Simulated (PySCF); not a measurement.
**C₆ coefficients of unlike pairs at PBE**

Calculated with PySCF 2.14 from the dipole response of each species, C₆(A,B) = (3/π) ∫ α_A(iu) α_B(iu) du, in atomic units, from isotropic polarisabilities. For ions this is the dispersion term alone; charge-induced terms of lower order in 1/R come first.

```tsv
species	configuration	basis	relativity	α (bohr³)	C₆ (like pair)
Os²⁺	[Xe] 4f14 5d6 (5D)	x2c-TZVPPall with one added diffuse shell each of s, p, d, f type (12s8p8d4f1g)	spin-free X2C	11.77	75.25
Si³⁺	[Ne] 3s1 (2S)	aug-cc-pV(T+d)Z with one added diffuse shell each of s, p, d, f type (7s6p5d3f)	none	7.044	13.19
In³⁺	[Kr] 4d10 (1S)	x2c-TZVPPall with one added diffuse shell each of s, p, d, f type (9s7p5d3f)	spin-free X2C	3.427	14.82
Tl³⁺	[Xe] 4f14 5d10 (1S)	aug-cc-pwCVTZ-DK3 (11s10p8d5f1g)	spin-free X2C	5.394	31.15
```

Q: Estimate C₆ for Tl³⁺ with Os²⁺.

A: The integral gives 46.90. The combination rule 2 C_A C_B / (C_A α_B/α_A + C_B α_A/α_B) gives 45.75 and the geometric mean 48.41.

No spin-orbit coupling is included.

The other pairs:

| pair | C₆ |
| --- | --- |
| In³⁺, Si³⁺ | 11.01 |
| Tl³⁺, In³⁺ | 21.43 |
| Tl³⁺, Si³⁺ | 16.65 |
| Si³⁺, Os²⁺ | 29.39 |
| In³⁺, Os²⁺ | 31.72 |
